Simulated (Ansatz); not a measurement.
Ideal-gas functions of `[OH][InH][ZnH]` at 600 K and 1 bar, from an Ansatz frequency run at PBE0-D4/def2-TZVP.

Molar mass 199.23 g/mol, point group Cs (symmetry number 1), electronic degeneracy 1, moments of inertia 49.223, 347.8, 397.024 u Å². Harmonic wavenumbers (cm⁻¹, unscaled): 77, 203, 290, 388, 393, 434, 493, 576, 776, 1755, 1832, 3890.

Use S(trans) = R[1.5 ln M + 2.5 ln T − 1.1517]; rotational temperatures θ = 24.2544 K / I; S(rot) = R[ln(√π/σ · √(T³/θAθBθC)) + 1.5]; for each mode x = 1.438777 ν̃/T, S = R[x/(eˣ − 1) − ln(1 − e⁻ˣ)] and H = RT x/(eˣ − 1); 1 cm⁻¹ = 0.0119627 kJ/mol; R = 8.31446 J/(mol·K).

Q: By hand: the entropy, in J/(mol·K).

A: Translation 189.4. Rotation: θ = 0.4927, 0.0697, 0.0611 K, giving 122.6. Vibration, mode by mode: 22.37, 14.38, 11.50, 9.21, 9.11, 8.35, 7.39, 6.26, 4.26, 0.65, 0.56, 0.01, in all 94.0. Electronic 0.0. Sum 406.0 J/(mol·K).

Q: By hand: H − E and G − E in kJ/mol, counted from the electronic energy.

A: Zero-point energy ½ × 11107 × 0.0119627 = 66.4; thermal vibration 28.0; translation, rotation and pV give 4 RT = 20.0. H − E = 114.4 kJ/mol, and G − E = 114.4 − 600 × 406.0/1000 = -129.2 kJ/mol.

Vibration gives 23 % of the entropy, 22.4 J/(mol·K) of it from the mode under 150 cm⁻¹: soft modes count most, and the harmonic formula is weakest for them. The sum counts one conformer and one mirror image; others add a mixing term.
